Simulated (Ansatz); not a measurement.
`COB(S)Cl` → B• + C• + Cl• + 4 H• + O• + S•  (atomization)

Calculated with Ansatz (gas phase, PBE0-D4/def2-TZVP geometries, no zero-point term in ΔE). CCSD(T)/CBS is frozen-core, at the limit of the def2 triple- and quadruple-zeta sets. DFT in def2-TZVPP. No spin–orbit coupling; open shells (•) take unrestricted orbitals. Spin–orbit coupling would lower the free atoms: a little for B, C, Cl, O, S. Each species was taken in one conformer, which may not be the lowest.

CCSD(T)/CBS gives +3417.4 kJ/mol.

Q: Another level gave +3449.2 kJ/mol. Which?
A. MP2/def2-TZVPP
B. CCSD(T)/def2-TZVPP
C. HF/def2-TZVPP
D. ωB97M-V/def2-TZVPP

A: D. ωB97M-V 3449.2, MP2/def2-TZVPP 3418.8, CCSD(T)/def2-TZVPP 3328.8, HF/def2-TZVPP 2513.4 kJ/mol.

Largest T1 diagnostic among the species: 0.014.

In def2-TZVPP, CCSD(T) changes the Hartree–Fock value by +815.4 kJ/mol (the triples alone add +59.3 kJ/mol) and MP2 by +905.4 kJ/mol; breaking electron pairs costs correlation energy, which Hartree–Fock lacks. The D4 term adds +33.6 kJ/mol with B3LYP and +17.5 kJ/mol with PBE0; it sums over pairs of atoms, weighted by their polarisabilities, and B3LYP, whose exchange is more repulsive, gets the larger term.

B3LYP here is the variant with VWN-RPA as its local correlation; programs differ in this.

CCSD(T)/CBS has its own doubt, a few kJ/mol and more with outer-core shells, so smaller differences from it don't rank the levels.
